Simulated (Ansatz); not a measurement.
One change: `N[SiH2]C[SeH]` becomes `CC[SiH2]N`.

Ansatz, PBE0-D4/def2-TZVP geometries, multiplicity 1. Each molecule was computed in one conformer, which needn't be the lowest.

Scalar relativity is left out up to krypton.

| property | `N[SiH2]C[SeH]` |
| --- | --- |
| LUMO energy (PBE/def2-TZVPP) / eV | -0.97 |
| HOMO energy (ωB97M-V/def2-TZVPP) / eV | -8.73 |
| HOMO–LUMO gap (B3LYP/def2-TZVPP) / eV | 6.00 |
| HOMO energy (PBE/def2-TZVPP) / eV | -5.39 |
| HOMO energy (PBE0/def2-TZVPP) / eV | -6.55 |
| LUMO energy (PBE0/def2-TZVPP) / eV | -0.08 |

Task: Give the same properties after the change, and the shifts. (Best estimate.)

Result: Computed: 
| property | `CC[SiH2]N` | shift |
| --- | --- | --- |
| LUMO energy (PBE/def2-TZVPP) / eV | -0.17 | 0.80 |
| HOMO energy (ωB97M-V/def2-TZVPP) / eV | -9.56 | -0.83 |
| HOMO–LUMO gap (B3LYP/def2-TZVPP) / eV | 7.35 | 1.35 |
| HOMO energy (PBE/def2-TZVPP) / eV | -5.81 | -0.42 |
| HOMO energy (PBE0/def2-TZVPP) / eV | -7.21 | -0.66 |
| LUMO energy (PBE0/def2-TZVPP) / eV | 0.66 | 0.74 |

With PBE0 the HOMO falls by 0.66 eV and the LUMO rises by 0.74 eV, so the gap widens by about 1.40 eV. PBE moves the HOMO by -0.42 eV and ωB97M-V by -0.83 eV.

B3LYP here is the variant with VWN-RPA as its local correlation; programs differ in this.

Spin–orbit coupling is left out; it splits and shifts lone-pair levels of the heavy atoms by tenths of an eV.
